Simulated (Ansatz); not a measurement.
Reactions of C4H8AlN (`C#[C][Al]([CH3])[NH]C`).

Gas-phase electronic energies from Ansatz, PBE0-D4/def2-TZVP geometries. CBS: MP2 limit from def2 TZ/QZ plus the TZ coupled-cluster correction, frozen cores. This one scheme is used for every species. Each species was taken in one conformer, which may not be the lowest.

```csv
reaction,HF/CBS(def2) (kJ/mol)
`C#[C][Al]([CH3])[NH]C` + `C#CB(Cl)Cl` → `C#[C][Al]([CH3])[C]#C` + `CNB(Cl)Cl`,-68
`C#[C][Al]([CH3])[NH]C` + `Cl[Si](Cl)(Cl)Cl` → `C[NH][Al]([CH3])[Cl]` + `C#C[Si](Cl)(Cl)Cl`,-56
`C#[C][Al]([CH3])[NH]C` + CH₄ → `C#[C][Al]([CH3])[CH3]` + CH₃NH₂,104
`C#[C][Al]([CH3])[NH]C` + `CCC` → `C#[C][Al]([CH3])[CH3]` + `CCNC`,116
`C#[C][Al]([CH3])[NH]C` + `FCOC[SiH3]` → `C[NH][Al]([CH3])[SiH3]` + `C#CCOCF`,68
`C#[C][Al]([CH3])[NH]C` + `FB(F)F` → `C#[C][Al]([CH3])[F]` + `CNB(F)F`,-78
```

Give the CCSD(T)/CBS values in the same order. (Estimate.)

Ansatz gave: -62, -51, 103, 114, 61, -77 kJ/mol.

Largest T1 diagnostic: 0.013, for `C#CB(Cl)Cl`.
